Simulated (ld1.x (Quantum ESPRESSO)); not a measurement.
# What one change does to a pseudopotential (platinum (Pt), RRKJ)

```json
{
 "Element": "Pt (Z = 78)",
 "Generator": "ld1.x (Quantum ESPRESSO) 7.5",
 "Type": "norm-conserving RRKJ (Kleinman–Bylander form)",
 "Functional": "LDA (PZ)",
 "Relativity": "scalar-relativistic",
 "Frozen core": "[Kr] 4d10 4f14 5s2",
 "Valence charge": "16",
 "Reference configuration": "5p6 5d9 6s1 6p0",
 "Partial waves": "5p (bound): rc 1.60 bohr; 5d (bound): rc 1.75 bohr; 6s (bound): rc 2.00 bohr",
 "Local potential": "the s channel",
 "Core correction": "none",
 "rho0": "0.001"
}
```

Change: reference 5p6 5d8 6s0 6p0.

Cutoffs: the cutoffs (Ry, on a coarse ladder) from which the occupation-weighted sum of valence levels, in a spherical-Bessel basis at the reference potential, stays within 10 and 1 mRy of its value at 400 Ry; they do not see the model core or the augmentation charge, which bear on the density cutoff. Errors are all-electron minus pseudo energies relative to the spin-unpolarised reference configuration.

**Question.** What does the change do?

**Answer.** The potential gets neither clearly harder nor softer (50 Ry and 80 Ry → 50 Ry and 80 Ry); the range in which the p phases agree narrows (upper end -1.1 → -2.6); the range in which the d phases agree narrows (upper end 2.1 → 0.6); neither file shows a bound ghost.

| quantity | base | changed |
| --- | --- | --- |
| cutoff, loose | 50 Ry | 50 Ry |
| cutoff, tight | 80 Ry | 80 Ry |
| bound ghosts | none | none |
| largest error over its own tests, meV | -470 | -230 |
| s: phases at 2.20 bohr within 0.05 rad from the reference energy up to (Ry; the scan ends near 5) | 2.3 | 1.6 |
| p: phases at 2.20 bohr within 0.05 rad from the reference energy up to (Ry; the scan ends near 5) | -1.1 | -2.6 |
| d: phases at 2.20 bohr within 0.05 rad from the reference energy up to (Ry; the scan ends near 5) | 2.1 | 0.6 |
